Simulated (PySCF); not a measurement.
Structure from NMR data

An unknown has the formula C5H13NSi3. Its calculated NMR data are:

1H NMR (400 MHz, computed): δ 5.32 (m, 1H), 5.02 (m, 1H), 4.95 (m, 1H), 3.93 (d, 3H), 1.62 (m, 1H), 1.25 (d, 3H), 0.88 (m, 1H), 0.62 (m, 1H), 0.52 (m, 1H).

13C{1H} NMR (computed): δ 124.3 (C), 12.3 (CH3), 2.7 (CH), 0.2 (CH), -5.7 (CH2).

- PBE0/pcSseg-1 with gauge-including orbitals
- GFN2-xTB geometry
- run in PySCF 2.14.0 with density-fitted response routines
- no solvent model, relativity neglected, fast rotation and ring inversion assumed for equivalent nuclei, one computed conformer

Referencing at the same level of theory: TMS for 1H, 13C.

Task: Propose a structure and justify it.

Result: 
The formula gives 3 degrees of unsaturation (1 ring in the answer). 5 carbon signals for 5 carbons: no two carbons are equivalent. Carbon types of the structure: 1 × C, 2 × CH, 1 × CH2, 1 × CH3, leaving 6 H on heteroatoms. δC 124.3: nitrile carbon; typical of a nitrile. δC 12.3: methyl carbon; saturated and bonded to C and H only. δC 2.7: sp3 CH bonded to 2 Si; an electropositive neighbour leaves it electron-rich and shielded. δC 0.2: sp3 CH bonded to 2 Si, α to a nitrile; an electropositive neighbour leaves it electron-rich and shielded. δC -5.7: sp3 CH2 bonded to 2 Si; an electropositive neighbour leaves it electron-rich and shielded. δH 0.88, 0.52: hydrogen on an sp3 CH2 bonded to 2 Si; an electropositive neighbour shields it, as in TMS itself. δH 0.62: hydrogen on an sp3 CH bonded to 2 Si; an electropositive neighbour shields it, as in TMS itself.

The compound is `C[C@@H]([SiH3])[Si@@H]1C[SiH2][C@H]1C#N`.

This is the structure that produced the data.

Shifts are as computed. Against solution values, carbons near 30 ppm lie about +3 ppm off and those near 130 ppm about +5 ppm. Of 1211 compounds with measured shifts, 218 miss one by over three times the rms of a fit or turn the order of signals round; such compounds aren't used in these exercises. Multiplicities follow the n + 1 count of equivalent neighbours, as no J values were calculated; m marks all less simple cases, F and P coupling included.
